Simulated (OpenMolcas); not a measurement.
## Ionisation energies of lithium

```
Program             : OpenMolcas
Basis               : ANO-RCC-VDZP [3s2p1d]
Scalar Hamiltonian  : DKH2, point nucleus
Spin-orbit coupling : state interaction with AMFI integrals over the reference wave functions, term energies averaged over their components
```

Active shells in each charge state: the valence s, p shells, with orbitals averaged over the low states. Where CASPT2's correlated closed shells are named, they are those of the first ion.

A. CASSCF
B. SS-CASPT2, IPEA 0.25 Eh, imaginary shift 0.1 Eh (closed shells correlated: 1s)
C. SS-CASPT2, IPEA 0.25 Eh, imaginary shift 0.1 Eh (closed shells correlated: none)
D. SS-CASPT2, IPEA 0 Eh, imaginary shift 0.1 Eh (closed shells correlated: 1s)

Energies in eV between the lowest computed levels, named as in B; reference values from the NIST Atomic Spectra Database with their kind.

```json
{"From": "Li 2s 2S 1/2", "To": "Li+ 1s2 1S0", "A": "5.342", "B": "5.352", "C": "5.342", "D": "5.352", "Spin-orbit share in B": "+0.000", "Reference": "5.392 (measured)"}
```

Error against the reference values, in %:

| From | Reference | A | B | C | D |
| --- | --- | --- | --- | --- | --- |
| Li | measured | -0.9 | -0.7 | -0.9 | -0.7 |

Absolute error against the one measured value: A 0.05 eV, B 0.04 eV, C 0.05 eV, D 0.04 eV.
